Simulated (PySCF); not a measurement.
PySCF input (M06-2X/6-31G* (5d)):

```python
from pyscf import gto, dft

mol = gto.M(
    atom='''
    C     1.67626600   -0.63161100   -0.54877700
    Si    0.11817500   -0.06198200    0.00495700
    C    -1.32441700   -0.61442200   -1.10308400
    O    -0.37331800   -0.40012900    1.60227600
    O    -0.04041200    1.65143500    0.09207600
    H     2.55963700   -0.66228400    0.08399300
    H     1.75064300   -1.23495200   -1.44980900
    H    -1.57115000   -1.66597500   -0.93501800
    H    -1.06698900   -0.49078600   -2.15913500
    H    -2.21973700   -0.01761900   -0.90230900
    H    -0.64120800    0.42123600    2.02466000
    H     0.73309700    1.98387800   -0.37543700
    ''',
    basis='6-31g*',
    charge=-1,
    spin=0,
    verbose=4,
)

mf = dft.RKS(mol, xc='m062x')
mf.grids.level = 4
mf.conv_tol = 1e-9
mf.max_cycle = 100
mf.max_memory = 1500
mf.kernel()
if not mf.converged:
    mf = mf.newton()
    mf.kernel(mf.make_rdm1())
mf.dip_moment()
```

Output:

```
PySCF version 2.14.0

[INPUT] verbose = 4
[INPUT] num. atoms = 12
[INPUT] num. electrons = 50
[INPUT] charge = -1
[INPUT] spin (= nelec alpha-beta = 2S) = 0
[INPUT] symmetry False subgroup None
[INPUT] Mole.unit = angstrom
[INPUT] Symbol           X                Y                Z      unit          X                Y                Z       unit  Magmom
[INPUT]  1 C      1.676266000000  -0.631611000000  -0.548777000000 AA    3.167683651920  -1.193571807263  -1.037038233460 Bohr   0.0
[INPUT]  2 Si     0.118175000000  -0.061982000000   0.004957000000 AA    0.223318384770  -0.117129004653   0.009367372399 Bohr   0.0
[INPUT]  3 C     -1.324417000000  -0.614422000000  -1.103084000000 AA   -2.502785404718  -1.161089304908  -2.084526652390 Bohr   0.0
[INPUT]  4 O     -0.373318000000  -0.400129000000   1.602276000000 AA   -0.705468777370  -0.756134224496   3.027862815964 Bohr   0.0
[INPUT]  5 O     -0.040412000000   1.651435000000   0.092076000000 AA   -0.076367612146   3.120759862521   0.173998422645 Bohr   0.0
[INPUT]  6 H      2.559637000000  -0.662284000000   0.083993000000 AA    4.837012908303  -1.251535376681   0.158723766381 Bohr   0.0
[INPUT]  7 H      1.750643000000  -1.234952000000  -1.449809000000 AA    3.308235811887  -2.333721056984  -2.739741942930 Bohr   0.0
[INPUT]  8 H     -1.571150000000  -1.665975000000  -0.935018000000 AA   -2.969043200610  -3.148236480372  -1.766927941539 Bohr   0.0
[INPUT]  9 H     -1.066989000000  -0.490786000000  -2.159135000000 AA   -2.016316987924  -0.927451125771  -4.080173815963 Bohr   0.0
[INPUT] 10 H     -2.219737000000  -0.017619000000  -0.902309000000 AA   -4.194694998564  -0.033295084589  -1.705116889730 Bohr   0.0
[INPUT] 11 H     -0.641208000000   0.421236000000   2.024660000000 AA   -1.211707508880   0.796020673807   3.826052895362 Bohr   0.0
[INPUT] 12 H      0.733097000000   1.983878000000  -0.375437000000 AA    1.385352552740   3.748986084550  -0.709473107028 Bohr   0.0

nuclear repulsion = 244.666990727883
number of shells = 46
number of NR pGTOs = 187
number of NR cGTOs = 88
basis = 6-31g*
ecp = {}

******** <class 'pyscf.dft.rks.RKS'> ********
method = RKS
initial guess = minao
damping factor = 0
level_shift factor = 0
DIIS = <class 'pyscf.scf.diis.CDIIS'>
diis_start_cycle = 1
diis_space = 8
diis_damp = 0
SCF conv_tol = 1e-09
SCF conv_tol_grad = None
SCF max_cycles = 100
direct_scf = True
direct_scf_tol = 1e-13
XC library pyscf.dft.libxc version 7.1.2
    S. Lehtola, C. Steigemann, M. J. T. Oliveira, and M. A. L. Marques,  SoftwareX 7, 1–5 (2018)
XC functionals = m062x
    Y. Zhao and D. G. Truhlar,  Theor. Chem. Acc. 120, 215 (2008)
    Y. Zhao and D. G. Truhlar,  Theor. Chem. Acc. 120, 215 (2008)
radial grids:
    Treutler-Ahlrichs [JCP 102, 346 (1995); DOI:10.1063/1.469408] (M4) radial grids

becke partition: Becke, JCP 88, 2547 (1988); DOI:10.1063/1.454033
pruning grids: <function nwchem_prune>
grids dens level: 4
symmetrized grids: False
atomic radii adjust function: <function treutler_atomic_radii_adjust>
small_rho_cutoff = 0
Set gradient conv threshold to 3.16228e-05
Initial guess from minao.
tot grids = 252616
init E= -520.566887081611
  HOMO = -0.229740918707745  LUMO = 0.0146878037222353  gap/eV = 6.65124
cycle= 1 E= -520.084476543075  delta_E= 0.482  |g|= 0.938  |ddm|= 2.96
  HOMO = 0.109062189369057  LUMO = 0.316097169971155  gap/eV = 5.63371
cycle= 2 E= -520.09259414803  delta_E= -0.00812  |g|= 0.963  |ddm|= 1.67
  HOMO = 0.0131225743250072  LUMO = 0.284159200612716  gap/eV = 7.37528
cycle= 3 E= -520.278032772246  delta_E= -0.185  |g|= 0.0635  |ddm|= 0.82
  HOMO = 0.00154328820124494  LUMO = 0.284399961067718  gap/eV = 7.69692
cycle= 4 E= -520.278789775333  delta_E= -0.000757  |g|= 0.0277  |ddm|= 0.0739
  HOMO = 0.00486312530133359  LUMO = 0.285235640256905  gap/eV = 7.62932
cycle= 5 E= -520.278981216609  delta_E= -0.000191  |g|= 0.00647  |ddm|= 0.0326
  HOMO = 0.00385399379310192  LUMO = 0.285302827469838  gap/eV = 7.65861
cycle= 6 E= -520.278991674539  delta_E= -1.05e-05  |g|= 0.00217  |ddm|= 0.00818
  HOMO = 0.0040534637992522  LUMO = 0.285149071343616  gap/eV = 7.64900
cycle= 7 E= -520.27899296445  delta_E= -1.29e-06  |g|= 0.000509  |ddm|= 0.00294
  HOMO = 0.00398357288325535  LUMO = 0.285140973099459  gap/eV = 7.65068
cycle= 8 E= -520.278993042636  delta_E= -7.82e-08  |g|= 0.000136  |ddm|= 0.000821
  HOMO = 0.00400362938490328  LUMO = 0.285146475611101  gap/eV = 7.65029
cycle= 9 E= -520.278993049042  delta_E= -6.41e-09  |g|= 3.31e-05  |ddm|= 0.00027
  HOMO = 0.0040009442764557  LUMO = 0.285146440836118  gap/eV = 7.65036
cycle= 10 E= -520.278993049441  delta_E= -3.99e-10  |g|= 2.39e-05  |ddm|= 9.68e-05
  HOMO = 0.00400076828458751  LUMO = 0.28514646071003  gap/eV = 7.65036
Extra cycle  E= -520.278993049431  delta_E= 1.06e-11  |g|= 2.91e-05  |ddm|= 4.98e-05
converged SCF energy = -520.278993049431

WARN: System has nonzero charge -1; the dipole moment is origin-dependent.
Location of origin: [0. 0. 0.]

Dipole moment(X, Y, Z, Debye): -2.35581,  1.83776,  0.17017
```

The dipole moment of an ion depends on the origin.

The geometry given is a B3LYP-D3(BJ)/def2-TZVP minimum.
